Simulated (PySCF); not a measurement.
Isomers of C5H11NO, from PBE0-D3(BJ)/def2-SVP geometry optimisation, gas phase (PySCF). One conformer each, no zero-point energy, no frequencies.

Question: Which isomer lies lower at this level?
A. `[CH3:1][C:2]([CH3:3])([CH3:4])[NH:5][CH:6]=[O:7]` with C2–N5–C6–O7 0°: A = 4109, B = 1933, C = 1849 MHz, dipole 3.68 D
B. `[CH3:1][CH:2]([CH3:3])[CH2:4][C:5]([NH2:6])=[O:7]` with C1–C2–C4–C5 67°, C2–C4–C5–N6 -150°, C4–C5–N6–H 1° and -176° (isovaleramide): A = 4810, B = 1512, C = 1415 MHz, dipole 3.50 D

Answer: B. That is isovaleramide (`CC(C)CC(N)=O`), 6.5 kcal/mol below the other.

```json
{"SMILES": "CC(C)CC(N)=O", "mapped SMILES": "[CH3:1][CH:2]([CH3:3])[CH2:4][C:5]([NH2:6])=[O:7]", "E (Eh)": "-326.55455", "relative (kcal/mol)": "0.0", "relative (kJ/mol)": "0.0", "dipole (D)": "3.50"}
{"SMILES": "CC(C)(C)NC=O", "mapped SMILES": "[CH3:1][C:2]([CH3:3])([CH3:4])[NH:5][CH:6]=[O:7]", "E (Eh)": "-326.54424", "relative (kcal/mol)": "6.5", "relative (kJ/mol)": "27.1", "dipole (D)": "3.68"}
```
